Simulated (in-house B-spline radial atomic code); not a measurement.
Configurations of Mo II (Mo+), with energies counted from [Kr] 4d5. Level of theory: scalar-relativistic (X2C) TPSSh, spin-polarised, spherical fractional occupations, exact exchange averaged over the configuration, Fermi nucleus of rms radius 4.4091 fm; calculated with a radial B-spline atomic code at the basis-set limit. Shells without spins written out take the highest spin.

Occupations are held fixed; configurations that lie above the ionisation limit could autoionise.

| configuration | E - E(ref) (eV) | highest orbital | its <r> (bohr) |
| --- | --- | --- | --- |
| [Kr] 4d4 5f1 | 13.917 | 5f up | 14.38 |
| [Ar] 3d10 4s2 4p5 4d5 5s1 | 34.011 | 5s up | 3.034 |
| [Ar] 3d10 4s2 4p5 4d5 5f1 | 46.477 | 5f up | 14.28 |
| [Ar] 3d9 4s2 4p6 4d5 5d1 | 236.54 | 5d up | 6.2 |
| [Ar] 3d9 4s2 4p6 4d5 5f1 | 239.65 | 5f up | 14.4 |

Order these further configurations by energy, lowest first.
A. [Ar] 3d9 4s2 4p6 4d5 4f1
B. [Ar] 3d9 4s2 4p6 4d5 5s1
C. [Ar] 3d10 4s2 4p5 4d6
D. [Kr] 4d4 5s1
E. [Ar] 3d10 4s2 4p5 4d5 5d1

D (1.7455 eV), C (35.475 eV), E (43.418 eV), B (227.16 eV), A (238.48 eV).

How far above the reference does [Ar] 3d10 4s2 4p5 4d5 5p1 lie?

38.698 eV; its least bound orbital is 5p up with <r> = 3.771 bohr.
